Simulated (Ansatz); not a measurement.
One change: `O[SiH](F)[S][GeH3]` becomes `O[SiH](F)N[SiH3]`.

Ansatz, PBE0-D4/def2-TZVP geometries, multiplicity 1. Each molecule was computed in one conformer, which needn't be the lowest.

Scalar relativity is left out up to krypton.

```
                                      property  `O[SiH](F)[S][GeH3]`
           HOMO energy (B3LYP/def2-TZVPP) / eV                 -7.41
             HOMO energy (PBE/def2-TZVPP) / eV                 -6.45
size of the dipole moment (PBE/def2-TZVPP) / D                  1.76
           HOMO–LUMO gap (PBE/def2-TZVPP) / eV                  5.22
            LUMO energy (PBE0/def2-TZVPP) / eV                 -0.33
         LUMO energy (ωB97M-V/def2-TZVPP) / eV                  1.50
```

Q: What does the change do to each property? (An estimate is asked.)

A: Ansatz gave: 
```csv
property,`O[SiH](F)N[SiH3]`,shift
HOMO energy (B3LYP/def2-TZVPP) / eV,-7.71,-0.30
HOMO energy (PBE/def2-TZVPP) / eV,-6.56,-0.11
size of the dipole moment (PBE/def2-TZVPP) / D,2.17,0.41
HOMO–LUMO gap (PBE/def2-TZVPP) / eV,5.90,0.68
LUMO energy (PBE0/def2-TZVPP) / eV,0.19,0.52
LUMO energy (ωB97M-V/def2-TZVPP) / eV,1.71,0.21
```

With PBE0 the HOMO falls by 0.27 eV and the LUMO rises by 0.52 eV, so the gap widens by about 0.79 eV. PBE moves the HOMO by -0.11 eV and ωB97M-V by -0.42 eV. Dipoles are sizes alone; their direction can turn.

B3LYP here is the variant with VWN-RPA as its local correlation; programs differ in this.
